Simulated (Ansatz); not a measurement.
Mulliken charges of C3H5BrSi (`[SiH3]C1=CC1Br`) from r2SCAN/def2-TZVPP in Ansatz (PBE0-D4/def2-TZVP geometry).

```csv
atom,x (Å),y (Å),z (Å),charge (e)
Si1,-1.475,-0.781,-0.350,0.360
C2,0.018,0.120,0.249,-0.128
C3,0.835,0.522,1.185,-0.168
C4,1.241,0.851,-0.163,0.047
Br5,2.718,-0.130,-1.013,-0.193
H6,-1.030,-1.890,-1.228,-0.044
H7,-2.237,-1.309,0.807,-0.062
H8,-2.316,0.164,-1.126,-0.059
H9,1.096,0.554,2.230,0.151
H10,1.234,1.849,-0.587,0.096
```

Problem. By hand: the dipole of these point charges (1 e Å = 4.8032 D).

Solution. Σ q r = (-0.535, 0.097, 0.182) e Å, of length 0.573 e Å = 2.75 D.

Problem. How does the dipole of the full density compare? (Estimate.)

Solution. The calculation gave: (-0.444, 0.148, 0.342) e Å, 2.78 D; the point charges give 0.99 times that, at 19° from its direction.

Point charges leave out the atoms' own dipoles, such as those of lone pairs, and Mulliken's split depends on the basis, so the two needn't agree.
